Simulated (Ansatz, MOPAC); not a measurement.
Dissociation curve of GaH, singlet.

Levels: RKS-B3LYP = restricted B3LYP/cc-pVQZ run with Ansatz (a first-principles code); PM3, restricted, heats of formation (MOPAC); RCCSD(T) = Ansatz with CCSD(T) on RHF/cc-pVQZ, cores with 3d frozen; UHF/cc-pVQZ (Ansatz).

Energies are in kcal/mol, each relative to the lowest point of its own curve near equilibrium.

```
R / Å  RKS-B3LYP    PM3  RCCSD(T)   UHF
-----  ---------  -----  --------  ----
1.26        35.8   35.2      37.8  36.2
1.32        23.8   25.3      25.2  23.9
1.42        10.6   12.1      11.3  10.4
1.51         4.0    4.2       4.3   3.7
1.56         1.9    1.6       2.1   1.6
1.64         0.2    0.0       0.2   0.1
1.68         0.0    0.2       0.0   0.0
1.72         0.1    0.9       0.1   0.3
1.82         1.6    4.2       1.6   2.1
1.84         2.1    5.1       2.1   2.7
1.93         4.6    8.9       4.7   5.7
2.10        10.7   15.4      11.0  12.8
2.27        17.7   20.8      18.2  20.9
2.52        28.3   29.0      28.9  31.8
2.76        37.9   38.2      38.2  38.2
3.01        46.9   47.9      46.6  42.1
3.34        57.1   60.1      55.1  45.0
3.65        65.0   70.7      60.0  46.3
4.20        75.4   87.6         —  47.3
4.56        80.3   97.1         —  47.5
4.94        84.3  105.7         —  47.6
5.86        90.4  120.7         —  47.7
6.63        93.2  128.4         —  47.7
```

At the longest distance, 6.63 Å, PM3 lies highest above its minimum (128.4 kcal/mol) and UHF lowest (47.7 kcal/mol).

A dash means that the run gave no value there, or that the column was ended at a point which the program doubted or which failed a test of continuity chosen for this set; such a test can also cut sound points.

The restricted form behind RKS-B3LYP, PM3 keeps the bonding electrons paired and can't separate into open-shell fragments. The T1 diagnostic of CCSD on the restricted reference of RCCSD(T) exceeds 0.045 at 3.01 to 6.63 Å. The unrestricted determinant behind UHF is spin-contaminated at 1.26 to 1.56, 2.52 to 6.63 Å (<S²> up to 1.0, against 0.00 for a pure singlet).
